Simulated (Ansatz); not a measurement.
CH3FInO, SMILES `C[O][In][F]` radical. Total charge 0; spin multiplicity 2. In takes the def2 core potential.

Z-matrix (Å, degrees):
```
C
O 1 1.411
H 1 1.097 2 113.9
H 1 1.096 2 109.5 3 120.5
H 1 1.096 2 109.6 3 -120.6
In 2 2.011 1 118.1 3 0.7
F 6 1.974 2 112.2 1 -0.3
```

Question: List the harmonic frequencies (cm⁻¹, unscaled) at PBE0-D4/def2-TZVP in Ansatz. (Best estimate.)

Answer: The calculation gave: 48i, 87, 97, 228, 470, 546, 1065, 1142, 1187, 1469, 1488, 1488, 2998, 3063, 3067.

Question: Is this a minimum?

Answer: No: 1 imaginary mode, so it is a saddle point.
